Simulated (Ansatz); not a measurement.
Start from `B[SiH](Cl)[SnH3]` and change one atom or group to get `B[SiH]([SiH3])Cl`.

Ansatz, PBE0-D4/def2-TZVP geometries, multiplicity 1. 

Elements past krypton have def2 core potentials.

```tsv
property	`B[SiH](Cl)[SnH3]`
size of the dipole moment (ωB97M-V/def2-TZVPP) / D	1.06
HOMO energy (B3LYP/def2-TZVPP) / eV	-7.12
LUMO energy (ωB97M-V/def2-TZVPP) / eV	-0.15
HOMO–LUMO gap (PBE0/def2-TZVPP) / eV	5.39
HOMO energy (PBE/def2-TZVPP) / eV	-6.41
ideal-gas entropy at 298 K and 1 bar (rigid rotor, harmonic PBE0-D4/def2-TZVP) / J/(mol·K)	389
```

(1) What does the change do to each property? (Estimate.)

Results:

(1) Ansatz gave: 
```
                                                                                  property  `B[SiH]([SiH3])Cl`  shift
                                        size of the dipole moment (ωB97M-V/def2-TZVPP) / D                1.42   0.36
                                                       HOMO energy (B3LYP/def2-TZVPP) / eV               -7.63  -0.51
                                                     LUMO energy (ωB97M-V/def2-TZVPP) / eV               -0.84  -0.69
                                                      HOMO–LUMO gap (PBE0/def2-TZVPP) / eV                5.07  -0.32
                                                         HOMO energy (PBE/def2-TZVPP) / eV               -6.71  -0.30
ideal-gas entropy at 298 K and 1 bar (rigid rotor, harmonic PBE0-D4/def2-TZVP) / J/(mol·K)                 366    -23
```

With PBE0 the HOMO falls by 0.50 eV and the LUMO falls by 0.82 eV, so the gap narrows by about 0.32 eV. PBE moves the HOMO by -0.30 eV and ωB97M-V by -0.64 eV. Dipoles are sizes alone; their direction can turn. Modes under 60 cm⁻¹, often nearly free rotors, make the harmonic entropy too high.

B3LYP here is the variant with VWN-RPA as its local correlation; programs differ in this.
